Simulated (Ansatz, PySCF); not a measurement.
This PySCF input computes a CAM-B3LYP/def2-TZVPD energy:

```python
from pyscf import gto, scf, dft

mol = gto.M(
    atom='''
    Si    1.28056463    0.42424182   -0.21796127
    F     1.32445643    0.54455759    1.34908842
    O    -0.10261074   -0.65291675   -0.50139912
    Si   -1.85504285   -0.32821178   -0.17122528
    H     2.39581375   -0.34588655   -0.76405107
    H     0.87105566    1.67736253   -0.84340313
    H    -1.77497499    1.09393675    0.17517385
    H    -2.49876627   -0.64016957   -1.45054011
    H    -2.17238827   -1.23777575    0.93329376
    H     0.12273304   -1.56957226   -0.73246446
    ''',
    basis='def2-tzvpd',
    charge=1,
    spin=0,
    verbose=4,
)

mf = dft.RKS(mol, xc='camb3lyp').density_fit(auxbasis='def2-universal-jkfit')
mf.grids.level = 3
mf.conv_tol = 1e-9
mf.max_cycle = 100
mf.max_memory = 1500
mf.kernel()
if not mf.converged:
    mf = mf.newton()
    mf.kernel(mf.make_rdm1())
mf.analyze()
```

Problem. Write an input for the same energy in Ansatz (a program for electronic structure) and say what it gives.

Solution. 
Ansatz 0.2 input:
```yaml
crystal:
  periodic: [false, false, false]
  atoms:
    - {symbol: Si, position_ang: [1.28056463, 0.42424182, -0.21796127]}
    - {symbol: F, position_ang: [1.32445643, 0.54455759, 1.34908842]}
    - {symbol: O, position_ang: [-0.10261074, -0.65291675, -0.50139912]}
    - {symbol: Si, position_ang: [-1.85504285, -0.32821178, -0.17122528]}
    - {symbol: H, position_ang: [2.39581375, -0.34588655, -0.76405107]}
    - {symbol: H, position_ang: [0.87105566, 1.67736253, -0.84340313]}
    - {symbol: H, position_ang: [-1.77497499, 1.09393675, 0.17517385]}
    - {symbol: H, position_ang: [-2.49876627, -0.64016957, -1.45054011]}
    - {symbol: H, position_ang: [-2.17238827, -1.23777575, 0.93329376]}
    - {symbol: H, position_ang: [0.12273304, -1.56957226, -0.73246446]}
basis:
  gaussian:
    orbitals: def2-TZVPD
hamiltonian:
  xc: {name: CAM-B3LYP}
total_charge: 1
output: {forces: true}
```
It gives -757.56412 Eh, and PySCF -757.56421 Eh, a difference of 0.09 mEh, from the treatment of integrals and grids.

It need not be the lowest isomer of its formula.
